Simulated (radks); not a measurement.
All-electron atom: Cd+ in [Kr] 4d10 5s1 (the NIST ground configuration). All-electron calculation, non-relativistic Kohn-Sham, PBEsol, spin-polarised, spherical densities, point nucleus; open shells are filled with parallel spins first (spin-orbit coupling, left out, can overturn this in heavy ions); relativity is left out, which matters for an element this heavy. Program: a radial shooting solver on a logarithmic mesh with Libxc functionals. Some entries of the table are withheld. Estimate them.

orbital  occ.  eigenvalue (eV)  r(max) (bohr)
1s up       1        -25643.97        0.02100
1s down     1        -25643.95        0.02100
2s up       1        -3733.565         0.1165
2s down     1        -3733.563         0.1165
2p up       3        -3481.735        0.09129
2p down     3        -3481.729        0.09129
3s up       1        -699.6414         0.3362
3s down     1        -699.6233         0.3362
3p up       3        -597.3173         0.3227
3p down     3        -597.3000         0.3227
3d up       5        -407.7670         0.2661
3d down     5        -407.7556         0.2661
4s up       1              (1)         0.8217
4s down     1              (2)         0.8217
4p up       3              (3)         0.8567
4p down     3              (4)         0.8567
4d up       5         -21.2392            (5)
4d down     5         -21.0150            (6)
5s up       1         -12.8240          2.329
5s down     0         -11.7493          2.312

Answer. 
(1) 4s up eigenvalue (eV): -106.4258
(2) 4s down eigenvalue (eV): -106.4029
(3) 4p up eigenvalue (eV): -73.6762
(4) 4p down eigenvalue (eV): -73.6330
(5) 4d up r(max) (bohr): 0.9760
(6) 4d down r(max) (bohr): 0.9745
